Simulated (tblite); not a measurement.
C9H13P.
Cartesian coordinates in Å at the GFN2-xTB level; atoms count from 1:
```xyz
23
C9H13P angstrom
C      3.5159   -0.5791   -0.5331
C      2.2115   -0.4706   -0.3787
C      1.4886    0.8101   -0.0278
C      0.5426    1.1093   -1.1544
C     -0.7358    0.7492   -1.1737
P     -1.4689   -0.3206    0.1136
C     -1.7452   -2.0074    0.1255
C     -3.0555    0.5140    0.4414
C     -0.3903    0.1136    1.4796
C      0.8326    0.5963    1.3047
H      4.1792    0.2622   -0.4130
H      3.9786   -1.5173   -0.7878
H      1.5554   -1.3225   -0.5005
H      2.2238    1.6178    0.0552
H      0.9824    1.6400   -1.9903
H     -1.3539    0.9472   -2.0431
H     -0.8225   -2.5657   -0.0262
H     -2.4915   -2.2780   -0.6215
H     -3.5002    0.0492    1.3201
H     -3.7179    0.3637   -0.4104
H     -2.9032    1.5799    0.6034
H     -0.7926   -0.0785    2.4670
H      1.4619    0.8142    2.1601
```

Method: GFN2-xTB as coded in tblite; computed harmonic values from a numerical Hessian at the method's own geometry, unscaled. Errors from tens to a few hundred cm⁻¹ against measured bands are possible. One conformer, not necessarily the lowest.

Harmonic wavenumbers (cm⁻¹): 34.4, 57.7, 121.2, 123.1, 131.3, 223.8, 234.9, 260.2, 277.0, 318.9, 332.5, 394.8, 422.9, 474.8, 494.4, 629.4, 633.6, 706.9, 720.7, 743.8, 761.2, 770.7, 807.1, 824.9, 851.1, 875.9, 893.3, 904.7, 911.0, 928.2, 969.4, 983.3, 1019.6, 1041.5, 1101.2, 1158.8, 1163.3, 1216.4, 1273.8, 1289.7, 1298.1, 1318.3, 1322.6, 1395.0, 1409.3, 1416.1, 1429.9, 1642.8, 1672.2, 1710.0, 2932.1, 2946.8, 2966.4, 2992.7, 2996.9, 3004.4, 3008.1, 3019.6, 3033.5, 3035.2, 3058.6, 3096.9, 3124.7.

A = 2266, B = 760.7, C = 736.5 MHz; mass 152.075 u (most abundant isotopes); point group C1, symmetry number 1.

Zero-point energy?

Half the sum of the wavenumbers: 40456 cm⁻¹ = 483.96 kJ/mol.

Give the ideal-gas entropy at 273.15 K and 1 bar in the rigid-rotor, harmonic-oscillator model (classical rotation).

Translation 169.70, rotation 124.08, vibration 137.34: S = 431.1 J/(mol K).

And Cp and H(273.15 K) − H(0)?

Cp = 183.12 J/(mol K), of which vibrations give 149.87 (their classical limit is 63 R = 523.8); H(273.15 K) − H(0) = 29.13 kJ/mol without the zero-point energy, 20.04 from vibrations.

Blend soft modes into free rotors: weight 1/[1 + (100 cm⁻¹/ν̃)⁴] for the oscillator and the rest for a rotor with moment μB/(μ + B), μ = h/(8π²ν), B = 10⁻⁴⁴ kg m². What vibrational entropy results?

126.03 J/(mol K) in place of 137.34, which changes −T·S at 273.15 K by +3.09 kJ/mol.

How do the functions run with temperature in this model?

```json
{"T (K)": "150", "S (J/(mol K))": "344.4", "Cp (J/(mol K))": "114.1", "H − H(0) (kJ/mol)": "10.89", "G − H(0) (kJ/mol)": "-40.77", "ln q(vib)": "3.76"}
{"T (K)": "250", "S (J/(mol K))": "415.5", "Cp (J/(mol K))": "169.8", "H − H(0) (kJ/mol)": "25.04", "G − H(0) (kJ/mol)": "-78.83", "ln q(vib)": "6.95"}
{"T (K)": "298.15", "S (J/(mol K))": "447.8", "Cp (J/(mol K))": "197.4", "H − H(0) (kJ/mol)": "33.88", "G − H(0) (kJ/mol)": "-99.62", "ln q(vib)": "8.50"}
{"T (K)": "400", "S (J/(mol K))": "513.5", "Cp (J/(mol K))": "251.1", "H − H(0) (kJ/mol)": "56.79", "G − H(0) (kJ/mol)": "-148.60", "ln q(vib)": "11.82"}
{"T (K)": "600", "S (J/(mol K))": "631.3", "Cp (J/(mol K))": "329.7", "H − H(0) (kJ/mol)": "115.43", "G − H(0) (kJ/mol)": "-263.34", "ln q(vib)": "18.31"}
{"T (K)": "900", "S (J/(mol K))": "780.1", "Cp (J/(mol K))": "403.0", "H − H(0) (kJ/mol)": "226.27", "G − H(0) (kJ/mol)": "-475.81", "ln q(vib)": "27.48"}
```

q(vib) and H(0) count from the zero-point level.

Which modes carry the vibrational entropy at 273.15 K?

34.4 cm⁻¹: 22.53; 57.7 cm⁻¹: 18.25; 121.2 cm⁻¹: 12.19; 123.1 cm⁻¹: 12.06; 131.3 cm⁻¹: 11.54; 223.8 cm⁻¹: 7.41 J/(mol K); the other 57 give 53.36 together.

Hindered rotation and anharmonicity are outside this model. Other conformers, if any are populated, would add a mixing term that is left out. The structure is chiral; the term R ln 2 for an equal mix with its mirror image is left out.
